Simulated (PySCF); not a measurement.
Which element holds F most strongly?

PBE0 in PySCF with def2-TZVPPD on every atom (core potentials on Ru, Sb), for the lowest determinant that a PBE0 search found; no spin–orbit coupling. D0 is De less the harmonic zero-point energy.

```
 M  state (unpaired electrons)  Re (Å)  ωe (cm⁻¹)  D0(MF) (eV)
 B      singlet (closed shell)   1.264       1412         7.67
Ge               doublet (π ↑)   1.757        663         5.21
 C               doublet (π ↑)   1.269       1334         5.75
Sb              triplet (π ↑↑)   1.923        607         4.07
As              triplet (π ↑↑)   1.743        690         4.18
Ru     quartet (σ ↑, π ↑, δ ↑)   1.902        559         3.97
Al      singlet (closed shell)   1.665        780         6.72
```

Order the elements by D0 and give the energy of AlF + As → AsF + Al.

B > Al > C > Ge > As > Sb > Ru; ΔE = 6.72 − 4.18 = +2.54 eV at PBE0/def2-TZVPPD. Close neighbours can swap at other levels.

The metal atom is held in its measured ground configuration; semilocal functionals can put another filling of s and d lower by some tenths of an eV, and De to that atom would be smaller. These are scalar-relativistic numbers at best; spin–orbit coupling would shift them, the dissociation energy most. States were picked by a PBE0 search and need not be the measured ground states.
